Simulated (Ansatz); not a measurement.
The cluster SnSe₂. The state is a singlet with charge 0. Geometry PBE-D4/def2-TZVP, basis def2-TZVP, Ansatz.

```xyz
3

Sn   -1.3668    0.5722   -0.2105
Se    0.2370   -1.4175   -0.0718
Se    1.1298    0.8453    0.2823
```

```csv
run,HOMO (eV),LUMO (eV)
A,-5.09,-3.48
B,-4.68,-3.43
C,-5.65,-3.11
D,-8.17,-0.32
E,-5.88,-2.91
F,-4.80,-3.43
```

In the def2 sets Sn takes a core potential; there is no spin–orbit coupling. B3LYP takes the VWN-RPA correlation. The structure comes from a short search, and lower isomers may exist.

**Question.** The runs used B3LYP, BLYP, HF, PBE0, r2SCAN, revPBE. Estimate which is which.

**Answer.** A r2SCAN (0 % exact exchange); B BLYP (0 % exact exchange); C B3LYP (20 % exact exchange); D HF (100 % exact exchange); E PBE0 (25 % exact exchange); F revPBE (0 % exact exchange). Exact exchange lowers occupied and raises empty levels; among semilocal functionals meta-GGAs tend to open the gap a little, and such runs are hard to tell apart. The gap grows from 1.25 eV (BLYP) to 7.85 eV (HF).
